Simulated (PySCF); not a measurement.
A structure optimised at B3LYP-D3(BJ)/def2-TZVP, used in a PySCF frequency run:

```xyz
7

Zn    -0.0352    -0.8149     0.0000
H     -0.3680    -2.2903     0.0000
O      0.5101     0.8781     0.0000
C     -0.2305     2.0745     0.0000
H     -0.8695     2.1725     0.8867
H      0.4657     2.9193     0.0000
H     -0.8695     2.1725    -0.8867
```
Charge 0, spin multiplicity 1.

Task: Write its SMILES, formula and point group.

Result: C[O][ZnH], CH4OZn, Cs

Task: What are its rotational constants (standard atomic weights)?

Result: 60.908, 3.8416, 3.6975 GHz
